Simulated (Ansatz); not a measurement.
Mg₂H₂Br₂⁺, that is (HMg-mu-Br)2 with one electron fewer, relaxed as a doublet with UKS PBE-D4/def2-SVP in Ansatz, starting from the PBE-D4/def2-SVP geometry of the neutral singlet. Force threshold 0.02 eV/Å.

The relaxation made no stability test and no search for a lower SCF solution.

Start:

Cartesian coordinates in Å:
```
Mg 1.610 -0.435 -0.534
H 3.169 -0.852 -1.059
Br -0.684 -1.583 -0.773
Mg -1.610 0.435 0.534
H -3.171 0.860 1.045
Br 0.687 1.575 0.787
```

| step | energy (eV) | largest force component (eV/Å) | SCF passes |
| --- | --- | --- | --- |
| 1 | -150960.7948 | 0.864 | 20 |
| 2 | -150960.8280 | 0.299 | 21 |
| 3 | -150960.8876 | 0.025 | 21 |
| 4 | -150960.8880 | 0.004 | 21 |

Force components are those of the run's own axes.

End:

```xyz
6

Mg    1.542   -0.417   -0.511
H     3.194   -0.860   -1.065
Br   -0.690   -1.595   -0.782
Mg   -1.542    0.416    0.512
H    -3.196    0.866    1.055
Br    0.692    1.590    0.791
```

By distances, no bond broke or formed. The bond that changes most is Mg4–H5, from 1.70 to 1.80 Å (atoms count from 1).

No frequencies were taken in this run, so the end may be a saddle point.

Hardware: 4 threads of Arm Neoverse V2 on a shared host. Wall time 6 s.
